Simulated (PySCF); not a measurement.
# Heteronuclear NMR

Geometry:
```json
{"atom": "C1", "x (Å)": "-1.875", "y (Å)": "-0.120", "z (Å)": "-0.068"}
{"atom": "N2", "x (Å)": "-0.445", "y (Å)": "-0.022", "z (Å)": "0.004"}
{"atom": "C3", "x (Å)": "0.265", "y (Å)": "1.133", "z (Å)": "0.012"}
{"atom": "C4", "x (Å)": "1.604", "y (Å)": "0.841", "z (Å)": "0.045"}
{"atom": "C5", "x (Å)": "1.685", "y (Å)": "-0.560", "z (Å)": "0.052"}
{"atom": "F6", "x (Å)": "2.819", "y (Å)": "-1.283", "z (Å)": "0.089"}
{"atom": "C7", "x (Å)": "0.416", "y (Å)": "-1.075", "z (Å)": "0.023"}
{"atom": "H8", "x (Å)": "-2.192", "y (Å)": "-1.102", "z (Å)": "0.278"}
{"atom": "H9", "x (Å)": "-2.333", "y (Å)": "0.643", "z (Å)": "0.562"}
{"atom": "H10", "x (Å)": "-2.227", "y (Å)": "0.018", "z (Å)": "-1.095"}
{"atom": "H11", "x (Å)": "-0.225", "y (Å)": "2.087", "z (Å)": "-0.002"}
{"atom": "H12", "x (Å)": "2.422", "y (Å)": "1.531", "z (Å)": "0.064"}
{"atom": "H13", "x (Å)": "0.081", "y (Å)": "-2.092", "z (Å)": "0.019"}
```

- J couplings at B3LYP/pcJ-1 (spin–dipole term only in couplings to heteroatoms)
- GFN2-xTB structure
- NMR shieldings at PBE0/pcSseg-1/GIAO
- program: PySCF 2.14
- non-relativistic Hamiltonian, isolated molecule, a single conformation, fast rotation and ring inversion assumed for equivalent nuclei

Q: Predict the 19F NMR data.

A: 
| atoms | environment | σ (ppm) | δ (ppm) |
| --- | --- | --- | --- |
| F6 | aryl fluorine | 347.2 | -167.4 |

Shieldings were converted by a linear fit to measured shifts: 19F: δ = 146.13 − 0.903σ +14.6 on sp3 carbon (rms 6.0 ppm, 223 shifts, 7.0 ppm with the 5 outliers that the fit left out vs CFCl3, solution or neat liquid). Occasional misses reach two or three times the rms, and more in compound classes unlike the fitted ones. Couplings are scaled by factors fitted to measured values: 2J(H,H) × 0.95 (rms 1.3 Hz), 3J(H,H) × 0.92 (rms 0.5 Hz), 1J(C,F) × 0.77 (rms 8.7 Hz), 2J(C,F) × 1.14 (rms 1.9 Hz, 10.1 with 1 outliers), 3J(C,F) × 1.46 (rms 1.5 Hz); all others are unscaled and can be 10–30 % off.

Couplings (the largest are listed; each averaged over equivalent pairs): 1J(C5,F6) = -234.2 Hz, 2J(F6,C7) = 26.2 Hz, 2J(C4,F6) = 13.0 Hz, 3J(C3,F6) = 5.4 Hz, 3J(F6,H13) = -3.6 Hz.

On a 300 MHz spectrometer 19F resonates near 282.3 MHz, so 1 ppm is 282.3 Hz.

Q: Where does 15N resonate?

A: 
```csv
atoms,environment,σ (ppm),δ (ppm)
N2,pyrrole-type ring nitrogen,108.0,-247.6
```

Shieldings were converted by a linear fit to measured shifts: 15N: δ = -148.07 − 0.921σ (rms 6.3 ppm, 71 shifts vs CH3NO2, solution or neat liquid). A few per cent of atoms miss by over 2 rms, more outside the fitted compound classes. Couplings are scaled by factors fitted to measured values: 2J(H,H) × 0.95 (rms 1.3 Hz), 3J(H,H) × 0.92 (rms 0.5 Hz), 1J(C,F) × 0.77 (rms 8.7 Hz), 2J(C,F) × 1.14 (rms 1.9 Hz, 10.1 with 1 outliers), 3J(C,F) × 1.46 (rms 1.5 Hz); all others are unscaled and can be 10–30 % off.

Couplings (the largest are listed; each averaged over equivalent pairs): 1J(N2,C7) = -18.6 Hz, 1J(N2,C3) = -15.7 Hz, 1J(C1,N2) = -14.7 Hz, 2J(N2,C5) = -9.9 Hz, 2J(N2,H13) = -3.5 Hz, 2J(N2,H11) = -3.3 Hz, 2J(N2,C4) = -2.8 Hz, 3J(N2,H12) = -6.2 Hz. Signs are for 15N, whose magnetogyric ratio is negative.

On a 500 MHz spectrometer 15N resonates near 50.7 MHz, so 1 ppm is 50.7 Hz.
